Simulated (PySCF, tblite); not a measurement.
Compound: C5H10N2.
Atom-mapped SMILES: `[CH2:1]=[CH:2]/[CH:3]=[N:4]/[NH:5][CH2:6][CH3:7]` (hydrogens: H8, H9 on C1; H10 on C2; H11 on C3; H12 on N5; H13, H14 on C6; H15, H16, H17 on C7)

Cartesian coordinates in Å at the GFN2-xTB level; atoms count from 1:
```xyz
17
C5H10N2 angstrom
C      3.6904   -0.0097   -0.2917
C      2.4941    0.4197    0.1038
C      1.3059   -0.3862    0.0825
N      0.1876    0.1132    0.4436
N     -0.9099   -0.6299    0.4973
C     -2.1734    0.0635    0.4843
C     -2.6415    0.4263   -0.9258
H      3.8406   -1.0152   -0.6507
H      4.5578    0.6265   -0.2717
H      2.3558    1.4308    0.4600
H      1.3941   -1.4274   -0.2535
H     -0.8920   -1.5472    0.0457
H     -2.0363    0.9710    1.0747
H     -2.9148   -0.5735    0.9754
H     -3.5837    0.9654   -0.8816
H     -2.7824   -0.4713   -1.5252
H     -1.8993    1.0562   -1.4106
```

Method used: wB97X-D/def2-SVPD in PySCF (dipole) on a GFN2-xTB geometry, gas phase.

Masses are those of the commonest isotopes; rigid-rotor values at the optimised geometry. The values belong to one conformer with, in the numbering `[CH2:1]=[CH:2]/[CH:3]=[N:4]/[NH:5][CH2:6][CH3:7]`, C1–C2–C3–N4 -178°, C3–N4–N5–C6 -160°, N4–N5–C6–C7 83°.

Q: What are A, B and C (GHz)?

A: Ia = 51.74, Ib = 506.27, Ic = 522.07 u·Å²; 505379 MHz·u·Å²/I gives 9768, 998.2 and 968.0 MHz, that is A = 9.7680, B = 0.9982, C = 0.9680 GHz.

Q: Classify the top.

A: A near-prolate asymmetric top. Ray's parameter κ = (2B − A − C)/(A − C) = -0.993; −1 is the prolate and +1 the oblate limit.

Q: Is it planar, by Δ = Ic − Ia − Ib?

A: Not planar: Δ = Ic − Ia − Ib = -35.93 u·Å². For a rigid frame Δ = −2 Σ m c², so Σ m c² = 17.97 u·Å² lies off the ab plane: 10.67 from hydrogen and 7.29 from heavier atoms. The atom farthest from that plane is 1.41 Å away.

Q: Give the other two planar moments, Paa and Pbb, and the rms extents of the mass along the axes.

A: Paa = Σ m a² = (Ib + Ic − Ia)/2 = 488.30 and Pbb = Σ m b² = (Ia + Ic − Ib)/2 = 33.77 u·Å². With the mass M = 98.08 u, the rms extents √(P/M) along a, b and c are 2.23, 0.59, 0.43 Å.

Q: List the rotational levels J(Ka,Kc) to J = 4 (MHz).

A: Above 0(0,0):
J = 1: 1(0,1) 1966, 1(1,1) 10736, 1(1,0) 10766
J = 2: 2(0,2) 5899, 2(1,2) 14638, 2(1,1) 14729, 2(2,1) 41038, 2(2,0) 41038
J = 3: 3(0,3) 11797, 3(1,3) 20492, 3(1,2) 20673, 3(2,2) 46937, 3(2,1) 46938, 3(3,1) 90862, 3(3,0) 90862
J = 4: 4(0,4) 19661, 4(1,4) 28296, 4(1,3) 28598, 4(2,3) 54802, 4(2,2) 54803, 4(3,2) 98727, 4(3,1) 98727, 4(4,1) 160221, 4(4,0) 160221

Q: Predict some low-J microwave lines.

A: The dipole components are |μa| = 1.34 D, |μb| = 0.07 D, |μc| = 1.54 D. Intensities carry the squares of the components, which stand as 0.76 : 0.00 : 1.00 (a : b : c). Some lines, for components of 0.1 D or more:

```tsv
type	branch	J(Ka,Kc)	MHz	lower level (cm⁻¹)
a	R	3(1,3) ← 2(1,2)	5853	0.488
a	R	4(1,4) ← 3(1,3)	7804	0.684
a	R	4(3,2) ← 3(3,1)	7865	3.031
a	R	4(2,2) ← 3(2,1)	7866	1.566
a	R	4(1,3) ← 3(1,2)	7925	0.690
c	Q	4(1,4) ← 4(0,4)	8635	0.656
a	R	5(1,5) ← 4(1,4)	9755	0.944
a	R	5(4,2) ← 4(4,1)	9831	5.344
c	R	1(1,0) ← 0(0,0)	10766	0.000
c	Q	5(2,4) ← 5(1,4)	26128	1.284
c	Q	4(2,3) ← 4(1,3)	26204	0.954
c	R	4(2,3) ← 3(1,3)	34310	0.684
c	Q	3(3,1) ← 3(2,1)	43924	1.566
c	R	4(3,2) ← 3(2,2)	51790	1.566
c	R	5(4,1) ← 4(3,1)	71326	3.293
c	R	5(4,2) ← 4(3,2)	71326	3.293
c	R	5(5,0) ← 4(4,0)	88895	5.344
```

Q: Estimate the classical rotational partition function at 10 K, 50 K and 298.15 K.

A: Point group C1, symmetry number σ = 1; q = (√π/σ)·√((kT/h)³/(ABC)), k/h = 20836.6 MHz/K: 1740 at 10 K, 19400 at 50 K, 282000 at 298.15 K.

Its GFN2-xTB frequencies are all real (lowest 57 cm⁻¹). Constants of a rigid frame at the computed geometry: no zero-point averaging, no centrifugal distortion. A rigid rotor knows nothing of inversion at nitrogen or internal rotation, which can split or shift real lines. Quadrupole hyperfine structure (14N) is left out.

On an Arm Neoverse N1 with one thread, shared host with 64 logical CPUs at a one-minute load of 58, this took 74 s of wall time and 0.91 GiB of memory at its peak. This is the wB97X-D/def2-SVPD job that gave the dipole, with the excitations it also computed.
